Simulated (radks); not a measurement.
Removal energies from neutral silicon, [Ne] 3s2 3p2, by Delta-SCF beside the eigenvalue of the level emptied. Method: non-relativistic Kohn-Sham, PBE, spin-polarised, spherical densities, point nucleus; computed with a radial shooting solver on a logarithmic mesh with Libxc functionals. Open shells are filled with parallel spins first.

removed from   final configuration  Delta-SCF (eV)  -eigenvalue (eV)
3p                    [Ne] 3s2 3p1           8.275             4.630
3s                    [Ne] 3s1 3p2          13.394             9.650
2p            [He] 2s2 2p5 3s2 3p2          108.79            95.216
2s            [He] 2s1 2p6 3s2 3p2          151.10            138.49
